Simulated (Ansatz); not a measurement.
Species: SiI$_{2}$ (charge -1, doublet). 
Geometry from a B3LYP-D3(BJ)/def2-TZVP (Ansatz, a quantum-chemistry and plane-wave program) optimisation:
```
Si
I 1 2.6689
I 1 2.6689 2 101.31
```
Charge -1, spin multiplicity 2.

Basis-set convergence of Hartree-Fock and CCSD correlation energies (hartree) with Ansatz. Cores are frozen in the correlated levels unless marked. Open shells are spin-unrestricted. Spin-orbit coupling is left out. The frozen core is the preceding noble-gas configuration, with the filled d and f shells of earlier blocks. Past Kr the def2 sets carry scalar-relativistic core potentials. This anion needs diffuse functions, which these sets lack.

```tsv
basis	functions	E(HF)	E(corr, CCSD)
def2-SVP	70	-882.25025	-0.29306
def2-TZVPP	142	?	?
```

Question: Fill in the missing entries.

Answer: 
- def2-TZVPP, E(HF): -882.37079
- def2-TZVPP, E(corr, CCSD): -0.40760
